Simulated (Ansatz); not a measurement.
Reaction (cleavage of the Si–Ge bond): `[F][GeH2][SiH2]S` + `OCO` → `OCO[SiH2]S` + `[F][GeH3]`

Gas-phase electronic energies from Ansatz, PBE0-D4/def2-TZVP geometries. CBS: MP2 limit from def2 TZ/QZ plus the TZ coupled-cluster correction, frozen cores. This one scheme is used for every species. DFT in def2-TZVPP. For Ge outer-core shells are correlated without core-valence functions, which leaves a few kJ/mol of doubt a bond. Scalar relativity is left out up to krypton. Each species was taken in one conformer, which may not be the lowest.

| level | ΔE (kJ/mol) |
| --- | --- |
| B2PLYP | -90.6 |
| MP2/CBS(def2) | -94.5 |

Task: What does CCSD(T)/CBS give? (Estimate.)

Result: The calculation gave: -88.2 kJ/mol. The listed levels differ from it by -2.4, -6.3 kJ/mol.

Largest T1 diagnostic among the species: 0.012.

From PBE to PBE0 (25 % exact exchange), in def2-TZVPP and without D4, ΔE moves by −6.9 kJ/mol. In def2-TZVPP, CCSD(T) changes the Hartree–Fock value by +12.9 kJ/mol (the triples alone add +0.9 kJ/mol) and MP2 by +6.6 kJ/mol. The D4 term adds −3.7 kJ/mol with B3LYP and −2.0 kJ/mol with PBE0; it sums over pairs of atoms, weighted by their polarisabilities, and B3LYP, whose exchange is more repulsive, gets the larger term.

B3LYP here is the variant with VWN-RPA as its local correlation; programs differ in this.
